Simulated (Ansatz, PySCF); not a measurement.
This Ansatz (a quantum-chemistry and plane-wave program) input computes a B3LYP/def2-TZVPD energy:

Ansatz 0.2 input:
```yaml
crystal:
  periodic: [false, false, false]
  atoms:
    - {symbol: C, position_ang: [-0.96798096, -1.14464249, -0.39569881]}
    - {symbol: C, position_ang: [0.21044488, -0.29318196, -0.04211909]}
    - {symbol: C, position_ang: [1.55264099, -0.94862034, -0.02363390]}
    - {symbol: C, position_ang: [0.05025823, 1.04512303, 0.25357996]}
    - {symbol: O, position_ang: [-1.00247187, 1.75129764, 0.28449531]}
    - {symbol: H, position_ang: [-1.11070197, -1.99527446, 0.29582404]}
    - {symbol: H, position_ang: [-1.87181333, -0.53147957, -0.36753207]}
    - {symbol: H, position_ang: [-0.89117574, -1.59364364, -1.40299560]}
    - {symbol: H, position_ang: [1.84388399, -1.38535606, -0.99883485]}
    - {symbol: H, position_ang: [2.32972068, -0.22466816, 0.24793753]}
    - {symbol: H, position_ang: [1.62471577, -1.78633187, 0.69721427]}
    - {symbol: H, position_ang: [1.02296678, 1.55430317, 0.49965522]}
basis:
  gaussian:
    orbitals: def2-TZVPD
hamiltonian:
  xc: {name: B3LYP}
total_charge: -1
output: {forces: true}
```

Question: Write an input for the same energy in PySCF and say what it gives.

Answer: 
```python
from pyscf import gto, scf, dft

mol = gto.M(
    atom='''
    C    -0.96798096   -1.14464249   -0.39569881
    C     0.21044488   -0.29318196   -0.04211909
    C     1.55264099   -0.94862034   -0.02363390
    C     0.05025823    1.04512303    0.25357996
    O    -1.00247187    1.75129764    0.28449531
    H    -1.11070197   -1.99527446    0.29582404
    H    -1.87181333   -0.53147957   -0.36753207
    H    -0.89117574   -1.59364364   -1.40299560
    H     1.84388399   -1.38535606   -0.99883485
    H     2.32972068   -0.22466816    0.24793753
    H     1.62471577   -1.78633187    0.69721427
    H     1.02296678    1.55430317    0.49965522
    ''',
    basis='def2-tzvpd',
    charge=-1,
    spin=0,
    verbose=4,
)

mf = dft.RKS(mol, xc='b3lyp').density_fit(auxbasis='def2-universal-jkfit')
mf.grids.level = 3
mf.conv_tol = 1e-9
mf.max_cycle = 100
mf.max_memory = 1500
mf.kernel()
if not mf.converged:
    mf = mf.newton()
    mf.kernel(mf.make_rdm1())
mf.analyze()
```
It gives -231.96682 Eh, and Ansatz -231.96672 Eh, a difference of 0.10 mEh, from the treatment of integrals and grids.

It need not be the lowest isomer of its formula. Whether it binds its extra electron was not tested at this geometry.
